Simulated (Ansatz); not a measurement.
Molecule: TeF$_{2}$ (charge -1, doublet). 
Structure (B3LYP-D3(BJ)/def2-TZVP (Ansatz, a first-principles code) minimum search):
```
Te
F 1 2.1067
F 1 2.1067 2 180.00
```
Charge -1, spin multiplicity 2.

Basis-set convergence of Hartree-Fock and MP2 correlation energies (hartree) with Ansatz. Cores are frozen in the correlated levels unless marked. UHF or UKS for open shells. No spin-orbit coupling. Frozen are the shells of the preceding noble gas and the d and f shells that filled before the atom's block. Past Kr the def2 sets carry scalar-relativistic core potentials. This anion needs diffuse functions, which these sets lack.

| basis | functions | E(HF) | E(corr, MP2) |
|---|---|---|---|
| def2-SVP | 54 | -465.72403 | -0.46610 |
| def2-TZVPP | 112 | … | … |

Problem. Fill in the missing entries.

Solution. 
- def2-TZVPP, E(HF): -466.00943
- def2-TZVPP, E(corr, MP2): -0.64381
